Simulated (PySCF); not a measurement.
ClH5OSi2. Atoms are numbered in the order given.

```xyz
9

Si    -2.0234     0.2040    -0.4873
O     -0.4345     0.4813    -0.9215
Si     1.1302     0.2806    -0.4544
Cl     1.1669    -0.7097     1.3758
H     -2.2703    -1.2581    -0.3481
H     -2.8820     0.7588    -1.5661
H     -2.3302     0.8845     0.8014
H      1.7778     1.6015    -0.2756
H      1.8493    -0.5554    -1.4444
```
Charge 0, spin multiplicity 1.

Geometry: B3LYP-D3(BJ)/def2-SVP. The values are those of a single conformer.

Computed with PySCF with SMD-M06-2X/6-31G*.

Solvation free energies are E(SMD) − E(gas) at the gas-phase geometry, for 1 M in both phases. In vacuum the dipole moment is 1.34 D.

Computed solvation free energies in water, chloroform, methanol:
```json
[
 {"solvent": "water", "ΔG(solv) (kcal/mol)": "1.3", "its non-electrostatic (CDS) part": "3.1", "dipole (D)": "1.59"},
 {"solvent": "chloroform", "ΔG(solv) (kcal/mol)": "-2.5", "its non-electrostatic (CDS) part": "-1.4", "dipole (D)": "1.55"},
 {"solvent": "methanol", "ΔG(solv) (kcal/mol)": "-2.4", "its non-electrostatic (CDS) part": "-0.7", "dipole (D)": "1.58"}
]
```
